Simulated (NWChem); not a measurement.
System: C₃H₄BCl; SMILES C#CB(C)Cl

NWChem input:

```
start job
memory heap 200 mb stack 900 mb global 1100 mb
geometry units angstroms noautosym nocenter noautoz
  B      0.349379     0.064549     0.010233
  C     -0.230138    -1.346570     0.002309
  C     -0.668813    -2.482999    -0.001810
  H     -1.064691    -3.483269    -0.005296
  Cl    -0.794076     1.407573    -0.005684
  C      1.887641     0.328961     0.008618
  H      2.157016     1.384679     0.143681
  H      2.297233    -0.016951    -0.957923
  H      2.388009    -0.284584     0.775705
end
basis spherical
  * library sto-3g
end
dft
  xc hfexch
  iterations 150
end
property
  shielding
  efieldgrad
end
task dft property
```

STO-3G and 3-21G are far too small for this property and stand as cheap habits. Structure relaxed at the PBE0/def2-SVP level.

GIAO values for the isolated, static molecule; σ is the absolute isotropic shielding, δ = σ(reference) − σ with the isolated reference molecule computed at the same levels (11B: boron trifluoride, 13C: tetramethylsilane, 1H: tetramethylsilane).

Atoms are numbered as in the input.

Task: Predict the main results of this run. (Hartree-Fock/STO-3G, GIAO.) Quantities: δ B1 (ppm); δ C2 (ppm); δ C3 (ppm); δ H4 (ppm); σ Cl5 (ppm); δ C6 (ppm); δ H7 (rotor mean) (ppm).

Result: 
```yaml
"δ B1 (ppm)": 52.4
"δ C2 (ppm)": 59.3
"δ C3 (ppm)": 120.5
"δ H4 (ppm)": 5.52
"σ Cl5 (ppm)": 1016.5
"δ C6 (ppm)": 15.0
"δ H7 (rotor mean) (ppm)": 1.30
```
